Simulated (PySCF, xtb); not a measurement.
Constitutional and geometric isomers with formula H3B2N. All species are isolated molecules in the gas phase. One relaxed conformer stands for each flexible species; it need not be the lowest. Strings in code marks are SMILES.

Quantity: electronic energy of isomers of H3B2N relative to `B=NB`, in eV.

Level 1: TPSSh-D3(BJ)/def2-TZVP // CAM-B3LYP-D3(BJ)/def2-TZVP (PySCF)
Level 2: PBE/6-31G* // CAM-B3LYP-D3(BJ)/def2-TZVP (PySCF)
Level 3: SVWN5/6-31G* // CAM-B3LYP-D3(BJ)/def2-TZVP (PySCF)
Level 4: GFN2-xTB (xtb)

| species | level 1 | level 2 | level 3 | level 4 |
|---|---|---|---|---|
| `BB=N` | 1.26 | 1.34 | 1.42 | 1.55 |
| `B=BN` | 3.11 | 3.22 | 3.20 | 3.69 |
